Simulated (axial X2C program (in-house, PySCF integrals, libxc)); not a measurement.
# LiCu⁻: from Re and ωe to a spectrum

A bond curve at the PBE0 level, with spin–orbit coupling, was computed with an in-house relativistic program for diatomic molecules (basis Cu dyall-av3z [10s10p7d3f2g], Li dyall-av3z [9s9p3d] (cores contracted in-house)) for the state Ω = 1/2 (⟨Sz⟩ = 0.50, ⟨Lz⟩ = 0.00 at PBE0). Its fit gives Re = 2.4592 Å, ωe = 282.1 cm⁻¹, ωexe = 2.63 cm⁻¹ and αe = 6.523e-03 cm⁻¹; the masses are 62.9296 and 7.0160 u. Two-component means X2C with spin–orbit coupling and atomic mean-field Coulomb and Gaunt terms.

Find the reduced mass, Be and the force constant.

From the PBE0 values: μ = 6.3122 u. Be = 16.8576/(μ Re²) = 0.4416 cm⁻¹. k = 5.8918×10⁻⁷ μ ωe² = 0.296 mdyn/Å.

Estimate the centrifugal constant by the Kratzer relation.

D = 4Be³/ωe² = 4.33e-06 cm⁻¹.

Where do the fundamental and the first overtone lie?

ν(1←0) = ωe − 2ωexe = 276.8 cm⁻¹; ν(2←0) = 2ωe − 6ωexe = 548.4 cm⁻¹.

Estimate De from a Morse curve and compare with the computed well depth of 1.188 eV to Cu- + Li.

De(Morse) = ωe²/(4ωexe) = 0.938 eV against 1.188 eV computed, a ratio of 0.79. The extrapolation falls short: long-range attraction (ionic or ion–induced dipole) or a change of character along the curve can cause this.

A Morse curve ties αe to the other constants (Pekeris). How well does that hold?

αe(Morse) = 6Be²/ωe × (√(ωexe/Be) − 1) = 5.974e-03 cm⁻¹; the PBE0 curve gives 6.523e-03 cm⁻¹, a ratio of 0.92.

Occupations by symmetry block were frozen at the best pattern of an incomplete PBE0 search. De is counted from the lowest determinant-based energies of the atoms at the same level, without counterpoise correction. Density functionals use the spin component along the axis (collinear). The highest occupied level of some functionals is positive through self-interaction error; at Hartree–Fock it is bound.
